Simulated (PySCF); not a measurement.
# A thermochemical cycle for InH

r²SCAN in PySCF with def2-TZVP on every atom (core potentials on In), for the lowest determinant that a PBE0 search found; no spin–orbit coupling. InH, a singlet (closed shell), has De = 2.68 eV to neutral atoms, and InH⁺, a doublet (σ ↑), has De = 0.50 eV to In⁺ + H.

At the same level the In atom ionises at 5.71 eV.

Q: What is the adiabatic ionisation energy of the molecule, and does ionisation strengthen or weaken the bond?

A: IE = IE(In) + De(neutral) − De(ion) = 5.71 + 2.68 − 0.50 = 7.89 eV. De changes by -2.18 eV, so ionisation weakens the bond.

Weak bonds: InH⁺. Basis-set superposition, not corrected here, can be much of De in a small basis, most of all at correlated wavefunction levels. Spin–orbit coupling is left out, which matters for elements this heavy, above all for dissociation energies. For an ion De counts to the pair picked by the measured ionisation energies or electron affinities, which need not be the lowest pair at this level. States were picked by a PBE0 search and need not be the measured ground states.
